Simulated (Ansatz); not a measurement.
`OC#C[SeH]` + PH₃ → `P[SeH]` + `C#CO` at 500 K and 1 bar (ligand exchange at the Se–C bond).

Isolated molecules relaxed with PBE0-D4/def2-TZVP in Ansatz; ΔE leaves out vibrations. CCSD(T)/CBS adds triple-zeta CCSD(T) − MP2 to the extrapolated MP2 energy (def2 sets, frozen cores). This one scheme is used for every species. For Se outer-core shells are correlated without core-valence functions, which leaves a few kJ/mol of doubt a bond. Scalar relativity is left out up to krypton. One conformer a species, not always the lowest.

| species | CCSD(T)/CBS energy (Eh) | H − E (kJ/mol) | S (J/(mol·K)) |
| --- | --- | --- | --- |
| `OC#C[SeH]` | -2553.08266 | 116.5 | 351.3 |
| PH₃ | -342.72256 | 81.5 | 231.4 |
| `P[SeH]` | -2743.44381 | 93.6 | 313.2 |
| `C#CO` | -152.38380 | 108.9 | 279.1 |

H − E and S are ideal-gas, rigid-rotor, harmonic terms from PBE0-D4/def2-TZVP, for one conformer and one mirror image of each species. 1 Eh = 2625.50 kJ/mol, R = 8.31446 J/(mol·K).

Problem. By hand: ΔE, ΔH, ΔS and ΔG.

Solution. ΔE = (-2743.44381) + (-152.38380) − (-2553.08266) − (-342.72256) = -0.02239 Eh = -58.8 kJ/mol. Δ(H − E) = 93.6 + 108.9 − 116.5 − 81.5 = 4.5, so ΔH = -54.3 kJ/mol. ΔS = 313.2 + 279.1 − 351.3 − 231.4 = 9.6 J/(mol·K). ΔG = -54.3 − 500 × (9.6)/1000 = -59.1 kJ/mol.

Problem. By hand: the equilibrium constant, and the temperature at which ΔG would vanish if ΔH and ΔS stayed fixed.

Solution. log₁₀ K = −ΔG/(RT ln 10) = 6.2. ΔH and −TΔS have one sign here, so there is no such temperature.

The number of gas molecules stays the same, so ΔS is small and ΔH decides. A doubt of 5 kJ/mol in ΔE shifts log₁₀ K by 0.5 here. Other conformers and mirror images would add mixing entropy, several J/(mol·K) or more a flexible species. These are equilibria of isolated gas molecules and say nothing of rates. Largest T1 diagnostic: 0.013 (customary marks: 0.02 for closed shells, 0.045 for open ones).

ΔS is within the doubt of such terms, so its sign, and with it that verdict, could turn.
